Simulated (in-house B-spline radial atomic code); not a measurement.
## RPA and G0W0 on BHandHLYP: Te XXV (Te24+)

Configuration [Ar] 3d10, mean-field start BHandHLYP. Computed with an all-electron radial atomic-structure program (B-spline basis): all electrons, non-relativistic, point nucleus, each spin shell either full or empty, empty states to l = 9 with an (l + 1/2)⁻⁴ tail; G0W0 by contour deformation at full frequency.

Without relativity these are model numbers: it shifts the levels of so heavy an element strongly and can reorder them.

Command:
```bash
python run_gw.py task.json out
```
Settings (radii: box in bohr, nucleus in fm):
```
Z                        52
electrons                28
configuration            [Ar] 3d10
hamiltonian              nr
method                   bhandhlyp
lmax                     9
spin_polarised           False
box_radius               3.58
intervals                48
```

Time taken, with all properties: 0.8 s on 1 thread of Arm Neoverse V2, on a shared host.

Energies (hartree):

```
                                     term        value
                         mean-field total  -6348.50003
Hartree-Fock functional on these orbitals  -6347.11902
                      direct second order      -2.2342
                    second-order exchange      0.64251
                         SOSEX correction      0.62315
```

Question: What is the RPA correlation energy, and what remains with SOSEX?

Answer: RPA gives -2.1115 hartree (-2.05 eV per electron); RPA + SOSEX gives -1.4883, and the second-order doubles -1.5917 hartree (no singles). SOSEX takes back 30 % of the RPA value.

Quasi-particle levels (eV):

| level | occupied | mean field | Σx - vxc | Σc | QP weight | G0W0 |
| --- | --- | --- | --- | --- | --- | --- |
| 3d | yes | -1296.46 | -20.48 | ? | ? | ? |
| 3p | yes | -1515.02 | -27.78 | 5.09 | 0.991 | -1537.71 |
| 3s | yes | -1634.91 | -32.64 | 6.29 | 0.991 | -1661.26 |
| 2p | yes | -5080.56 | -63.72 | 20.53 | 0.912 | -5123.76 |
| 4s | no | -738.51 | 14.73 | -1.56 | 0.998 | -725.35 |

G0W0 = mean field + (Σx - vxc) + Σc, with Σc (partial-wave tail included) taken at the quasi-particle energy. Only the outer levels were computed.

Question: Where does G0W0 put 3d?

Answer: At -1314.85 eV, with Σc = 2.10 eV and a quasi-particle weight of 0.993. The tabulated removal energy is 1304 ± 4 eV (NIST, tabulated theory); the calculation leaves out relativity, Breit and QED terms, and what these don't explain is the method's own error.
